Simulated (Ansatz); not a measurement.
`C[S][Zn][SH]` and `C[S][Mg][SH]` differ in one element.

Ansatz, PBE0-D4/def2-TZVP geometries, multiplicity 1. Each molecule was computed in one conformer, which needn't be the lowest.

Scalar relativity is left out up to krypton.

```csv
property,`C[S][Zn][SH]`
HOMO–LUMO gap (PBE0/def2-TZVPP) / eV,6.03
LUMO energy (PBE0/def2-TZVPP) / eV,-0.86
HOMO energy (PBE0/def2-TZVPP) / eV,-6.89
LUMO energy (ωB97M-V/def2-TZVPP) / eV,0.72
size of the dipole moment (B3LYP/def2-TZVPP) / D,1.61
HOMO energy (PBE/def2-TZVPP) / eV,-5.73
```

Q: What does the change do to each property? (Estimate.)

A: Ansatz gave: 
```tsv
property	`C[S][Mg][SH]`	shift
HOMO–LUMO gap (PBE0/def2-TZVPP) / eV	5.31	-0.72
LUMO energy (PBE0/def2-TZVPP) / eV	-1.35	-0.49
HOMO energy (PBE0/def2-TZVPP) / eV	-6.66	0.23
LUMO energy (ωB97M-V/def2-TZVPP) / eV	0.01	-0.71
size of the dipole moment (B3LYP/def2-TZVPP) / D	1.38	-0.23
HOMO energy (PBE/def2-TZVPP) / eV	-5.50	0.23
```

With PBE0 the HOMO rises by 0.23 eV and the LUMO falls by 0.49 eV, so the gap narrows by about 0.72 eV. PBE moves the HOMO by 0.23 eV and ωB97M-V by 0.23 eV. Dipoles are sizes alone; their direction can turn.

B3LYP here is the variant with VWN-RPA as its local correlation; programs differ in this.
